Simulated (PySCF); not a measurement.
Diatomics of Dy with the halogens

PBE0 with double-zeta basis sets in PySCF, for the lowest determinant that a PBE0 search found; no spin–orbit coupling. De refers to high-spin ground-configuration atoms. A positive dipole means M(−)Dy(+).

| M | basis | state (unpaired electrons) | Re (Å) | ωe (cm⁻¹) | De (eV) | μ (D) |
| --- | --- | --- | --- | --- | --- | --- |
| F | x2c-SVPall | sextet (f population 9.5) | 1.970 | 568 | 5.84 | 2.54 |
| Br | x2c-SVPall | sextet (f population 9.8) | 2.636 | 204 | 3.92 | 4.34 |

Q: The row for M = Cl is missing. Estimate Re, ωe and De as the mean of the rows for F and Br, and compare with the calculation.

A: The means are 2.303 Å, 386 cm⁻¹ and 4.88 eV. PBE0 in x2c-SVPall gives DyCl as a sextet (f population 9.7) with Re = 2.467 Å, ωe = 308 cm⁻¹, De = 4.49 eV, so the estimate is off by -16.4 pm, +25 % and +0.39 eV.

These are scalar-relativistic numbers at best; spin–orbit coupling would shift them, the dissociation energy most. The state is the lowest single determinant that the PBE0 search found; with open d or f shells the true ground state can be another one.
